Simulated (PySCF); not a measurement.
How methods differ on the ionisation energy of As²⁺

As²⁺ [Ar] 3d10 4s2 4p1 (2P) → As³⁺ [Ar] 3d10 4s2 (1S), as a difference of total energies. All numbers are calculated (PySCF 2.14, scalar relativity through the core potential, in aug-cc-pVDZ-PP with ECP10MDF). Correlated levels: valence: 3s2 3p6 3d10 frozen. The calculations carry no spin-orbit coupling.

| method | ionisation energy (eV) | difference from reference (eV) |
| --- | --- | --- |
| UHF | 27.449 | -0.900 |
| LDA | 28.111 | -0.238 |
| PBE | 27.976 | -0.373 |
| PBE0 | 28.028 | -0.321 |
| r2SCAN | 28.241 | -0.108 |
| LC-wPBE | 28.166 | -0.183 |
| wB97M-V | 27.891 | -0.458 |
| wB97X | 27.870 | -0.479 |
| MN15 | 27.731 | -0.618 |
| MP2 (valence) | 27.609 | -0.740 |
| SCS-MP2 (valence) | 27.591 | -0.758 |

Reference: 28.349 ± 0.012 eV (measured; NIST Atomic Spectra Database, ionization energies).

The reference lies between the lowest fine-structure levels, while these numbers refer to the centres of the terms.

Errors of the correlated levels include the incompleteness of this basis and the frozen core.
